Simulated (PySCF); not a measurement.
Si(OMe)(SiH3) (CH6OSi2), SMILES O([Si][SiH3])C (connectivity only; charge and spin as stated), neutral, multiplicity 1.

Coordinates come from a B3LYP-D3(BJ)/def2-SVP optimisation. The structure was generated by enumeration; whether it is a known compound was not checked. Other conformers were not sampled.

Method: B3LYP/def2-TZVP (PySCF).

Isolated molecule, no solvent.

Computed frontier levels, gap, dipole moment and polarisability:
* **highest occupied level**: -5.85 eV
* **lowest empty level**: -2.58 eV
* **orbital gap**: 3.27 eV
* **dipole moment**: 1.89 D
* **quadrupole, principal values (traceless, Buckingham form, about the centre of nuclear charge)**: -6.38, 2.52, 3.86 D·Å
* **mean static polarisability**: 81.8 bohr³ (12.13 Å³)
* **polarisability, principal values**: 62.2, 73.8, 109.5 bohr³
